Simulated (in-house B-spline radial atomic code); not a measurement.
Ionising the zirconium ion Zr⁷⁺ with different functionals

Computed with an all-electron radial atomic-structure program (B-spline basis): non-relativistic Hamiltonian, point nucleus, spin-polarised at highest spin, spherical fractional occupations for the functionals, and exact exchange of hybrids averaged over the configuration. The ionisation energy is the difference of two self-consistent energies, [Ar] 3d10 4s2 4p3 → [Ar] 3d10 4s2 4p2, without Breit or QED terms; ε is the level of the shell that loses the electron (its least bound occupied spin orbital). There is no spin-orbit coupling in this Hamiltonian.

```json
{"method": "PBE0", "rung": "global hybrid", "ΔSCF (eV)": "134.47", "-ε(4p) (eV)": "127.95"}
{"method": "B3LYP", "rung": "global hybrid", "ΔSCF (eV)": "134.36", "-ε(4p) (eV)": "127.32"}
{"method": "TPSSh", "rung": "global hybrid", "ΔSCF (eV)": "134.59", "-ε(4p) (eV)": "126.74"}
{"method": "M06-2X", "rung": "global hybrid", "ΔSCF (eV)": "134.12", "-ε(4p) (eV)": "129.95"}
{"method": "BHandHLYP", "rung": "global hybrid", "ΔSCF (eV)": "134.35", "-ε(4p) (eV)": "130.08"}
{"method": "r2SCAN0", "rung": "global hybrid", "ΔSCF (eV)": "135.01", "-ε(4p) (eV)": "128.58"}
{"method": "B97-1", "rung": "global hybrid", "ΔSCF (eV)": "134.36", "-ε(4p) (eV)": "127.46"}
{"method": "HSE06", "rung": "range-separated hybrid", "ΔSCF (eV)": "134.39", "-ε(4p) (eV)": "127.47"}
{"method": "wB97X", "rung": "range-separated hybrid", "ΔSCF (eV)": "134.18", "-ε(4p) (eV)": "130.38"}
{"method": "CAM-B3LYP", "rung": "range-separated hybrid", "ΔSCF (eV)": "134.32", "-ε(4p) (eV)": "129.26"}
{"method": "LC-wPBE", "rung": "range-separated hybrid", "ΔSCF (eV)": "134.39", "-ε(4p) (eV)": "130.81"}
```

(1) Among the functionals, which spreads more, the ΔSCF values or the orbital energies?

(2) How do they compare with the NIST value?

Results:

(1) The orbital energies: ΔSCF values span about 0.88 eV and the orbital energies 4.07 eV; here energy differences depend much less on the functional than eigenvalues do.

(2) NIST lists 133.7 eV ± 0.5 (semi-empirical, ground level to ground level). Errors run from +0.42 to +1.31 eV; M06-2X is closest (+0.42 eV), though others lie within the uncertainty of it, and part of that can be cancellation, since the calculations leave out relativity, Breit-QED terms, multiplet and fine-structure energies.
